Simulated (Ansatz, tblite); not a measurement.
Removing and adding an electron: ZrF2Cl2 (ZrCl2F2). Total charge 0; singlet. Geometry: r2SCAN-D4/def2-SVP. Ansatz, gas phase; energy differences of separate SCF runs; the oxidised species was run as a doublet alone; the reduced species was run as a doublet alone.

```csv
atom,x (Å),y (Å),z (Å)
Zr1,-0.029,0.083,-0.017
F2,-1.585,0.875,0.707
F3,0.806,1.345,-1.149
Cl4,-0.624,-1.810,-1.262
Cl5,1.433,-0.493,1.721
```

In the def2 sets Zr takes a core potential; there is no spin–orbit coupling. The xTB rows come from tblite. HOMO above LUMO, or a gap near zero within one spin, warns that the state may not be the lowest or that an electron is smeared out.

(1) Estimate orbital energies and vertical ionisation energies and electron affinities at: GFN1-xTB; GFN2-xTB; PBE-D4/def2-TZVP; PBE-D4/def2-TZVPD; r2SCAN-D4/def2-TZVP; r2SCAN-D4/def2-TZVPD; PBE0-D4/def2-TZVP; PBE0-D4/def2-TZVPD.

Results:

(1) 
| level | −HOMO (eV) | vertical IE (eV) | −LUMO (eV) | vertical EA (eV) | HOMO–LUMO gap (eV) | IE − EA (eV) | remarks |
| --- | --- | --- | --- | --- | --- | --- | --- |
| GFN1-xTB | 13.51 | 15.89 | 10.23 | 7.18 | 3.28 | 8.71 | – |
| GFN2-xTB | 12.56 | 15.39 | 9.26 | 6.25 | 3.29 | 9.14 | – |
| PBE-D4/def2-TZVP | 8.39 | 11.45 | 3.08 | – | 5.31 | – | – |
| PBE-D4/def2-TZVPD | 8.41 | – | 3.12 | 0.16 | 5.29 | – | HOMO above zero (-1 doublet), gap within one spin near zero (-1 doublet) |
| r2SCAN-D4/def2-TZVP | 8.79 | 11.72 | 2.97 | – | 5.82 | – | – |
| r2SCAN-D4/def2-TZVPD | 8.77 | – | 2.96 | 0.15 | 5.81 | – | HOMO above zero (-1 doublet) |
| PBE0-D4/def2-TZVP | 9.82 | 11.92 | 2.31 | – | 7.51 | – | – |
| PBE0-D4/def2-TZVPD | 9.81 | – | 2.33 | 0.37 | 7.49 | – | HOMO above zero (-1 doublet) |

   A HOMO above zero means that the electron is unbound at that level or that self-interaction error raises the level; the energy of removing that electron tells which. Raw xTB energy differences between charge states are shifted by several eV; the methods need an empirical correction for them.
